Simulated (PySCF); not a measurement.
## Nitrogen: a sound run and one with changed settings

Sound run: N⁺ [He] 2s2 2p2, N²⁺ [He] 2s2 2p1. All numbers are calculated (PySCF 2.14, no relativity, point nucleus, in 6-31G*). In the sound run the correlated levels freeze 1s2. The sound run starts from symmetry-adapted Hartree-Fock orbitals and uses a fine grid where one is needed.

Changed run: a valence shell is frozen. This setting is unsound on purpose.

```
species   method  sound run (hartree)  changed run (hartree)  converged
     N⁺      MP2            -53.92527              -53.87696        yes
     N⁺  CCSD(T)            -53.94794              -53.87840        yes
```

Ionisation energy of N⁺:

```json
{"method": "UHF", "sound run (eV)": "29.292", "changed run (eV)": "29.292"}
{"method": "MP2", "sound run (eV)": "29.506", "changed run (eV)": "29.430"}
{"method": "SCS-MP2", "sound run (eV)": "29.403", "changed run (eV)": "29.338"}
{"method": "CCSD", "sound run (eV)": "29.321", "changed run (eV)": "29.469"}
{"method": "CCSD(T)", "sound run (eV)": "29.327", "changed run (eV)": "29.469"}
{"method": "CCSDT", "sound run (eV)": "n/a", "changed run (eV)": "29.469"}
{"method": "FCI", "sound run (eV)": "n/a", "changed run (eV)": "29.469"}
```

Freezing a valence shell removes pair correlation that changes on ionisation.

For comparison, NIST gives 29.601 eV between the lowest levels.
